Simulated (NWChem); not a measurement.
System: C$_{2}$H$_{4}$BNO$_{2}$; SMILES C(=O)=NBOC

The following NWChem deck was run.

```
start job
memory heap 200 mb stack 900 mb global 1100 mb
geometry units angstroms noautosym noautoz
  B     -0.716778    -0.712648     0.182965
  H     -1.647183    -1.223174     0.692390
  N     -0.319955     0.562251     0.659166
  C      0.332216     1.553313     0.717066
  O      0.890965     2.554365     0.866309
  O     -0.008845    -1.246406    -0.809301
  C     -0.268944    -2.496660    -1.392884
  H     -0.456377    -2.351637    -2.458666
  H      0.614677    -3.128717    -1.271542
  H     -1.132036    -2.987395    -0.935342
end
basis spherical
  * library def2-svp
end
dft
  xc pbe0
  iterations 150
end
driver
  maxiter 120
end
task dft optimize
task dft freq
```

The level has its own optimisation; frequencies are unscaled.

Q: Predict the main results of this run. (PBE0/def2-SVP.) Quantities: r B–H (Å); r B–N (Å); r B–O (Å); r C–N (Å); highest harmonic frequency (cm⁻¹); lowest (cm⁻¹); zero-point energy (kcal/mol); dipole (D).

A: r B–H (Å): 1.212
r B–N (Å): 1.423
r B–O (Å): 1.342
r C–N (Å): 1.195
highest harmonic frequency (cm⁻¹): 3155
lowest (cm⁻¹): 38
zero-point energy (kcal/mol): 43.9
dipole (D): 3.25
